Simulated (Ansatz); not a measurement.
**Two structures, one formula**

Two relaxed structures of SiClOF, singlet (PBE0-D4/def2-TZVP; forces vanish, vibrations not checked).

A:

O1  (1.304, 0.253, 1.080)
Si2  (0.245, -0.369, -0.057)
F3  (1.221, 1.603, 1.506)
Cl4  (-0.982, 1.215, -0.526)
(Å)

B:

| atom | x (Å) | y (Å) | z (Å) |
| --- | --- | --- | --- |
| O1 | 1.1194 | 0.7481 | 0.9802 |
| Si2 | 0.1378 | 0.0088 | 0.1144 |
| F3 | 0.0516 | -1.5465 | -0.0738 |
| Cl4 | -1.3088 | 0.7896 | -1.0208 |

Program: Ansatz 0.2.0. Basis: def2-TZVPP. Cores are frozen in the correlated methods. B3LYP uses VWN-RPA correlation.

Question: Which structure is lower at CCSD(T), and by how much? (Judge from chemistry; the value comes from the calculation.)

Answer: Computed: B, by 122.91 kcal/mol (electronic energy, against the other). By their contacts, A is SiClOF ([F][O][Si][Cl]) and B is SiClOF ([O][Si]([F])[Cl]).

All methods give the same order:

```csv
method,E(B) − E(A) (kcal/mol)
PBE-D4,-111.32
r2SCAN-D4,-121.14
PBE0-D4,-118.42
B3LYP-D4,-117.21
wB97M-V,-118.50
HF,-130.31
MP2,-133.88
CCSD,-124.38
CCSD(T),-122.91
```

The T1 diagnostic stays at or below 0.017.

Labels in which every atom is bracketed show which atoms are joined, not bond orders.

For scale, one of the runs: CCSD(T)/def2-TZVPP, 146 basis functions, launched by `ansatz run in.yaml --threads 2 --pin off --events-out ev --progress --plain --max-ram 4352MiB`. Time: 12 s of wall clock on 2 CPU threads of an Intel Xeon Platinum 8488C; the host was shared. Peak host memory: 0.89 GiB.
